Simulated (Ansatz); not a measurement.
`BOCO`, relaxed with RKS PBE-D4/def2-SVP in Ansatz 0.2.0 from a rough embedded geometry. The force threshold is 0.03 eV/Å; the program also tests the step.

Total charge 0; spin multiplicity 1.

Start:

```xyz
9

B    -0.048   -1.534   -0.148
O    -0.595   -0.282   -0.545
C    -0.002    0.684    0.241
O    -0.453    2.001   -0.043
H    -0.623   -2.224    0.691
H     0.891   -2.052   -0.687
H     1.145    0.721    0.146
H    -0.205    0.558    1.375
H    -0.111    2.127   -1.030
```

```tsv
step	energy (eV)	largest force (eV/Å)	largest move (Å)
1	-5876.6475	3.293	0.000
2	-5876.9136	1.753	0.114
3	-5877.0582	0.876	0.068
4	-5877.1747	0.400	0.200
5	-5877.2398	0.609	0.200
6	-5877.2933	0.976	0.195
7	-5877.4753	1.541	0.200
8	-5877.6067	1.463	0.195
9	-5877.7901	0.619	0.200
10	-5877.8509	0.531	0.166
11 (rejected)	-5877.8466	0.514	0.200
12	-5877.8730	0.278	0.098
13	-5877.8824	0.066	0.100
14	-5877.8848	0.042	0.048
15	-5877.8863	0.151	0.136
16	-5877.8872	0.099	0.009
17	-5877.8875	0.048	0.008
18	-5877.8877	0.013	0.020
```

End:

```xyz
9

B    -0.047   -1.568   -0.258
O     0.486   -0.344   -0.473
C     0.186    0.773    0.378
O    -0.710    1.639   -0.224
H    -0.755   -1.770    0.719
H     0.227   -2.431   -1.070
H     1.170    1.247    0.607
H    -0.288    0.412    1.317
H    -0.268    2.042   -0.996
```

Hardware: 2 threads of an Intel Xeon Platinum 8375C on a shared host. Wall time 25 s, peak host memory 0.17 GiB.
